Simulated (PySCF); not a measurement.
# Calculated NMR parameters of C1=C[Si@]2(CC1)CCOC2

* Formula: C7H12OSi
* SMILES: C1=C[Si@]2(CC1)CCOC2
* Point group of the computed structure: C1
* Degrees of unsaturation: 3
* Carbon signals: 7
* Proton signals: 12

Bonds (- single, = double, # triple, : aromatic): C1=C2, C2-Si3, Si3-C4, C4-C5, Si3-C6, C6-C7, C7-O8, O8-C9, C5-C1, C9-Si3. C1 carries H10; C2 carries H11; C4 carries H12, H13; C5 carries H14, H15; C6 carries H16, H17; C7 carries H18, H19; C9 carries H20, H21. Stereochemistry as in C1=C[Si@]2(CC1)CCOC2. H13, H14, H16, H19, H21 are pro-R; H12, H15, H17, H18, H20 are pro-S.

[PySCF 2.14.0 with density-fitted response routines: σ from GIAO-PBE0/pcSseg-1; GFN2-xTB structure; gas phase; relativity neglected; single conformer]

δ = σ(ref) − σ, references computed at the same level: TMS for 1H (σ = 31.72 ppm) and 13C (σ = 186.93 ppm) and 29Si (σ = 349.16 ppm); 17O (σ = 336.08 ppm) vs H2O.

| carbon | δC, type | δH (multiplicity) | HMBC from (2–3 bonds) | span of the C tensor (ppm) |
| --- | --- | --- | --- | --- |
| C1 | 165.2, CH | 7.15 (m) | H11, H14, H15, H12, H13 | 242 |
| C2 | 132.5, CH | 6.16 (d) | H10, H21, H20, H14, H15, H17, H12, H13, H16 | 220 |
| C4 | 7.9, CH2 | H12 0.96 (m); H13 0.90 (m) | H10, H11, H21, H20, H14, H15, H17, H16 | 26 |
| C5 | 36.8, CH2 | H14 2.73 (m); H15 2.60 (m) | H10, H11, H12, H13 | 39 |
| C6 | 18.7, CH2 | H16 0.87 (m); H17 1.07 (m) | H11, H19, H21, H18, H20, H12, H13 | 36 |
| C7 | 73.0, CH2 | H18 3.37 (m); H19 4.47 (m) | H21, H20, H17, H16 | 92 |
| C9 | 61.6, CH2 | H20 3.34 (m); H21 3.77 (m) | H11, H19, H18, H17, H12, H13, H16 | 88 |

Other nuclei:
| atoms | nucleus | environment | δ (ppm) | σ (ppm) |
| --- | --- | --- | --- | --- |
| Si3 | 29Si | silicon bonded to 4 C, in a 5-membered ring | 35.4 | 313.7 |
| O8 | 17O | ether oxygen | 50.5 | 285.6 |

Carbon types of the structure: 2 × CH, 5 × CH2, which accounts for all hydrogens. δC 165.2, 132.5: alkene CH. δC 73.0: sp3 CH2 bonded to O; the inductive effect lowers its shielding. δC 61.6: sp3 CH2 bonded to O and Si; pulled downfield by the heteroatom. δH 7.15, 6.16: hydrogen on an alkene CH; attached to an sp2 carbon and in the plane of the double bond. δH 2.73, 2.60: hydrogen on an allylic sp3 CH2; allylic position.

Shifts are as computed. Against solution values, carbons near 30 ppm lie about +3 ppm off and those near 130 ppm about +5 ppm. Of 1309 compounds with measured shifts, 239 miss one by over three times the rms of a fit or turn the order of signals round; such compounds aren't used in these exercises. Experimental scales use liquid or dissolved standards, which lie at an offset from isolated H2O (liquid H2O: subtract about 36 ppm). Multiplicities follow the n + 1 count of equivalent neighbours, as no J values were calculated; m marks all less simple cases, F and P coupling included.
